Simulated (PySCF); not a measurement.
Tin: a sound run and one with changed settings

Sound run: Sn⁺ [Kr] 4d10 5s2 5p1, Sn²⁺ [Kr] 4d10 5s2. All numbers are calculated (PySCF 2.14, a scalar-relativistic core potential, in def2-SVP with the def2 core potential (28 electrons)). In the sound run the correlated levels freeze 4s2 4p6 4d10 outside the core potential. The sound run starts from symmetry-adapted Hartree-Fock orbitals and uses a fine grid where one is needed.

Changed run: a valence shell is frozen. This setting is unsound on purpose.

Ionisation energy of Sn⁺:

```json
{"method": "UHF", "sound run (eV)": "13.718", "changed run (eV)": "13.718"}
{"method": "MP2", "sound run (eV)": "13.852", "changed run (eV)": "13.718"}
{"method": "SCS-MP2", "sound run (eV)": "13.835", "changed run (eV)": "13.718"}
{"method": "CCSD", "sound run (eV)": "13.921", "changed run (eV)": "13.718"}
{"method": "CCSD(T)", "sound run (eV)": "13.931", "changed run (eV)": "13.718"}
{"method": "CCSDT", "sound run (eV)": "n/a", "changed run (eV)": "13.718"}
{"method": "FCI", "sound run (eV)": "n/a", "changed run (eV)": "13.718"}
```

Freezing a valence shell removes pair correlation that changes on ionisation.

For comparison, NIST gives 14.633 eV between the lowest levels.
